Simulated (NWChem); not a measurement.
System: GeH₄TeO; SMILES O[Te][GeH3]

NWChem input:

```
start job
memory heap 200 mb stack 900 mb global 1100 mb
geometry units angstroms noautoz
  Te     0.328219     0.880696     0.215743
  O     -1.600076     1.280938    -0.216353
  H     -2.057839     1.318956     0.633566
  Ge    -0.019029    -1.657105     0.061378
  H      1.338453    -2.321434     0.361144
  H     -1.064761    -2.099002     1.101008
  H     -0.500244    -2.031447    -1.349897
end
basis spherical
  Te library def2-svp
  O library def2-svp
  H library def2-svp
  Ge library def2-svp
end
ecp
  Te library def2-ecp
end
dft
  xc xperdew91 perdew91
  iterations 150
  mulliken
end
task dft energy
```

Geometry: optimised at PBE0/def2-SVP. def2 effective core potentials on Te; no spin-orbit coupling.

**Question.** Predict the main results of this run. (PW91/def2-SVP with def2 effective core potentials on Te.) Quantities: energy (Ha); highest occupied level (eV); orbital gap (eV); dipole (D).

**Answer.** 
| Quantity | Value |
|---|---|
| energy (Ha) | -2422.54 |
| highest occupied level (eV) | -5.19 |
| orbital gap (eV) | 2.53 |
| dipole (D) | 1.55 |
